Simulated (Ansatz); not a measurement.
Cartesian coordinates in Å:
```
N -0.113 -0.553 -0.433
Sn -0.419 1.403 -0.125
F 0.564 1.359 1.560
H -0.437 -1.089 -1.224
H 0.405 -1.120 0.222
```

The species carries charge 0 and has multiplicity 1. Sn takes the def2 core potential.

List the ωB97M-V/def2-TZVPP orbital energies in eV (Ansatz 0.2.0). (An estimate is asked.)

The calculation gave: Occupied: -675.50, -394.12, -142.93, -97.64, -97.47, -97.33, -33.81, -31.21, -31.12, -31.00, -30.87, -30.63, -25.72, -16.30, -15.89, -13.30, -12.88, -12.61, -9.92, -9.85. Lowest empty: -0.14, 1.05, 1.84, 3.50, 3.88, 4.28, 5.56, 5.62.
